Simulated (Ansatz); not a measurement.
## Cost against result

The pair of Ag⁺ (SMILES [Ag+], atom 1) and PH3 (SMILES P, atoms 2–5), both closed shells, in one local arrangement (a lower one may exist), relaxed at PBE0-D4/def2-TZVP:

```json
{"atom": "Ag1", "x (Å)": "-0.2909", "y (Å)": "0.4037", "z (Å)": "-2.2261"}
{"atom": "P2", "x (Å)": "0.0139", "y (Å)": "-0.0193", "z (Å)": "0.1062"}
{"atom": "H3", "x (Å)": "-0.4245", "y (Å)": "-1.2720", "z (Å)": "0.5667"}
{"atom": "H4", "x (Å)": "-0.6375", "y (Å)": "0.8651", "z (Å)": "0.9821"}
{"atom": "H5", "x (Å)": "1.3389", "y (Å)": "0.0225", "z (Å)": "0.5711"}
```

Interaction energies are counterpoise-corrected; the time is that of the whole pair.

Program: Ansatz 0.2.0. Basis: as named in each row. Cores are frozen in the correlated methods. Filled d shells of the heavier atoms are correlated. Core potentials replace the inner electrons of the atoms past krypton. B3LYP uses VWN-RPA correlation. Extrapolation: Hartree–Fock as exp(−7.88 √X), correlation as X^−2.97.

Times are rough, for one single point on 2 threads of a shared host (Arm Neoverse V1).

The estimate by CCSD(T) at an estimated basis limit (MP2 extrapolated from triple and quadruple zeta, plus CCSD(T) − MP2 in triple zeta) is -203.2 kJ/mol.

```
   method        basis  time (s)  interaction energy (kJ/mol)  method less estimate
    SPW92     def2-SVP   under 1                       -288.9                 -85.7
   PBE-D4     def2-SVP   under 1                       -236.1                 -32.9
  PBE0-D4     def2-SVP         1                       -210.9                  -7.8
  CCSD(T)     def2-SVP         2                       -161.5                  41.6
   PBE-D4  def2-TZVPPD         2                       -241.1                 -38.0
revPBE-D4  def2-TZVPPD         2                       -223.1                 -20.0
  BLYP-D4  def2-TZVPPD         2                       -232.0                 -28.8
 HSE06-D4  def2-TZVPPD         3                       -216.2                 -13.0
 B3LYP-D4  def2-TZVPPD         3                       -215.4                 -12.3
r2SCAN-D4  def2-TZVPPD         3                       -236.1                 -32.9
  PBE0-D4  def2-TZVPPD         3                       -216.3                 -13.1
   B2PLYP  def2-TZVPPD         4                       -201.8                   1.3
  wB97M-V     def2-SVP         6                       -190.7                  12.5
  wB97X-V  def2-TZVPPD         7                       -200.5                   2.7
  wB97M-V  def2-TZVPPD         8                       -195.2                   8.0
   B97M-V  def2-TZVPPD         9                       -210.0                  -6.9
      MP2  def2-QZVPPD        11                       -213.1                 -10.0
  CCSD(T)  def2-TZVPPD        39                       -181.5                  21.6
```

T1 diagnostic: at most 0.014.
